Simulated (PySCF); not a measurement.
# Working with the constants of LiCa⁻

RHF-CCSD(T) constants of LiCa⁻, ¹Σ⁺ (singlet), closed shell (Li def2-SVPD, Ca def2-SVPD; no relativity (PySCF 2.14); masses 7.0160 and 39.9626 u):

```
ωe             : 155.1 cm⁻¹
ωexe           : 1.56 cm⁻¹
Be             : 0.19654 cm⁻¹
αe             : 0.00265 cm⁻¹
De to Li⁻ + Ca : 0.53 eV
```

(1) What force constant and bond length do these constants imply?

(2) Estimate the centrifugal constant D from the Kratzer relation and find the Dunham coefficient a1.

Correlated steps freeze 5 core orbitals. Correlated levels converge slowly with the basis: in double zeta they bind strong bonds too weakly, by up to about 1 eV, and carry superposition errors of some tenths. For an ion De counts to the pair picked by the measured ionisation energies or electron affinities, which need not be the lowest pair at this level.

Results:

(1) Reduced mass μred = 5.9682 u; k = 5.8918×10⁻⁷·μred·ωe² (u, cm⁻¹, mdyn/Å) = 0.0846 mdyn/Å; Re = √(16.8576/(μred·Be)) (u, cm⁻¹, Å) = 3.791 Å.

(2) D = 4Be³/ωe² = 1.26e-06 cm⁻¹; a1 = −1 − αeωe/(6Be²) = -2.77.
